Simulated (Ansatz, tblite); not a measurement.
Spin states of the cluster Hf₂Si₂ (the lowest singlet isomer of a short search), each relaxed with PBE-D4/def2-SVP in Ansatz. Electronic energies in the gas phase.

In the def2 sets Hf takes a core potential; there is no spin–orbit coupling. The xTB rows come from tblite. HSE06 is defined as in plane-wave codes, on full-range PBE exchange. Correlated methods freeze 10 core orbitals; core or outer-core shells of Hf are correlated, in sets that lack core-valence functions. The structure comes from a short search, and lower isomers may exist.

Singlet geometry:

```xyz
4

Hf    0.220    0.986    1.257
Hf    1.166   -0.222   -1.092
Si   -0.205   -1.424    0.649
Si   -1.180    0.660   -0.814
```

Triplet geometry:

```
atom   x (Å)   y (Å)   z (Å)
 Hf1   0.532   0.262  -1.497
 Hf2  -1.189  -1.050   0.277
 Si3   1.270  -0.630   0.765
 Si4  -0.612   1.419   0.455
```

Quintet geometry (C2v within 0.1 Å):

```xyz
4

Hf    0.1909   -1.5202   -0.4679
Hf    1.3467    0.5768    0.6482
Si   -0.3781    0.8833   -1.2682
Si   -1.1595    0.0600    1.0879
```

⟨S²⟩: triplet 2.03 at PBE0-D4/def2-TZVP (pure 2.00), quintet 6.02 at PBE0-D4/def2-TZVP (pure 6.00).

Run but left out: r2SCAN-D4/def2-TZVP (singlet: restricted singlet, unstable towards broken spin symmetry); B2PLYP/def2-TZVP (singlet: restricted singlet, unstable in another Hartree–Fock run and untested here).

Only these spin states were relaxed. Higher spins weren't run and may lie lower. The quintet has other bonds than the singlet, so the gap mixes isomer and spin.

```csv
level,triplet − singlet (kJ/mol),quintet − singlet (kJ/mol),lowest of these,remarks
GFN2-xTB,2.6,31.5,singlet,–
PBE-D4/def2-TZVP,41.9,74.6,singlet,–
r2SCANh-D4/def2-TZVP,26.1,33.5,singlet,–
PBE0-D4/def2-TZVP,35.9,54.8,singlet,–
HSE06-D4/def2-TZVP,35.5,54.5,singlet,–
CAM-B3LYP-D4/def2-TZVP,41.6,64.9,singlet,–
ωB97X-V/def2-TZVP,48.2,74.1,singlet,–
RPA@PBE/def2-TZVP,56.5,110.9,singlet,test for broken spin undecided (singlet)
```

Change of the quintet − singlet gap on mixing in exact exchange, in kJ/mol: PBE to PBE0 (25 % exact exchange) -19.8.

The xTB methods have no spin-polarisation term.
